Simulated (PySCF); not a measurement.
**Quadrupolar nuclei of `C#CC(=O)NC1CCC1` in NMR**

C7H9NO.
Structure used (GFN2-xTB), in Å, numbered top down from 1:
```
atom  x, y, z in Å
C1     4.236   -0.452    0.345
C2     3.113   -0.115    0.598
C3     1.792    0.339    0.985
O4     1.589    1.011    1.974
N5     0.829   -0.070    0.122
C6    -0.560    0.246    0.291
C7    -1.283    0.865   -0.921
C8    -2.420   -0.153   -0.738
C9    -1.549   -0.935    0.258
H10    5.214   -0.754    0.110
H11    1.089   -0.630   -0.676
H12   -0.635    0.850    1.196
H13   -0.729    0.720   -1.848
H14   -1.552    1.914   -0.831
H15   -3.301    0.282   -0.273
H16   -2.722   -0.694   -1.631
H17   -2.011   -1.196    1.206
H18   -1.106   -1.830   -0.178
```

Computed at PBE0/pcSseg-1 (PySCF, non-relativistic):

| atom | environment | nucleus | spin I | Q (b) | CQ = χzz (MHz) | η |
| --- | --- | --- | --- | --- | --- | --- |
| O4 | amide oxygen | 17O | 5/2 | -0.0256 | 9.615 | 0.073 |
| N5 | amide nitrogen | 14N | 1 | 0.02044 | -4.451 | 0.030 |

**Question.** Which field gradients stand behind these couplings (CQ in MHz = 234.96 × Q in b × Vzz in au)?

**Answer.** The tensor is traceless, so η fixes the two smaller values:

```csv
atom,Vxx (au),Vyy (au),Vzz (au),Vzz (10²¹ V/m²)
O4,0.741,0.857,-1.598,-15.53
N5,0.450,0.477,-0.927,-9.01
```

**Question.** At 9.4 T, set νQ = 3|CQ|/[2I(2I − 1)] beside the Larmor frequency (|g| × 7.62259 MHz/T × B; g(17O) = −0.75752, g(14N) = 0.40376), and give PQ = |CQ|√(1 + η²/3).

**Answer.** 
| atom | PQ (MHz) | νQ (MHz) | ν0 (MHz) | νQ/ν0 |
| --- | --- | --- | --- | --- |
| O4 | 9.623 | 1.442 | 54.28 | 0.027 |
| N5 | 4.452 | 6.676 | 28.93 | 0.231 |

For O4: PQ = 9.615 × 1.0009, νQ = 9.615 × 0.1500, ν0 = 5.7742 MHz/T × 9.4 T.

**Question.** For half-integer spins with νQ below a tenth of ν0, find the second-order shift of the centre of gravity of the central transition at 9.4, 14.1 and 18.8 T.

**Answer.** δ = −(3/40)(PQ/ν0)² [I(I + 1) − 3/4]/[I²(2I − 1)²], in ppm:

```json
{"site": "17O at O4", "9.4 T": "-189", "14.1 T": "-83.8", "18.8 T": "-47.1"}
```

The structure is a single GFN2-xTB conformer in the gas phase; no vibrational or solvent corrections. GFN2-xTB bond lengths can be off by several hundredths of an ångström, more for odd bonds, and the gradients follow them. These gradients aren't converged with respect to the basis.
